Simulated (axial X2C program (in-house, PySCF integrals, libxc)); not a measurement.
Which molecule has these constants?

All values come from calculations with an in-house all-electron X2C program for linear molecules (integrals from PySCF), spin-free (one-electron X2C) or two-component (2c: spin–orbit coupling with atomic mean-field Coulomb and Gaunt terms, which also bring small scalar terms), in Dyall basis sets with cores contracted in-house; open shells are unrestricted.

A two-component PBE0 calculation in a Dyall 3-zeta basis gave Re = 1.852 Å, ωe = 769.5 cm⁻¹, De = 2.96 eV, Ω = 3/2.

Problem. Which molecule is it?
A. GaP⁺
B. AlP⁺
C. BP⁺

Solution. C. The others have AlP⁺ 2.477 Å and 258.7 cm⁻¹ (Ω = 3/2); GaP⁺ 2.650 Å and 148.9 cm⁻¹ (Ω = 3/2).

Each entry is the lowest single determinant of a limited PBE0 search at one distance. De goes to single-determinant-based atoms at the same level (for ions the charge split of lowest energy) and is withheld (n/a) where an atom does not fit its ground term or J level. Main or longest-lived isotopes. One determinant is a doubtful description, or other states lie close, for BP⁺, AlP⁺, GaP⁺; these need not be ground states, and all values refer to the states named. With several unpaired electrons the Ω given is that of one determinant, not necessarily of the lowest component.
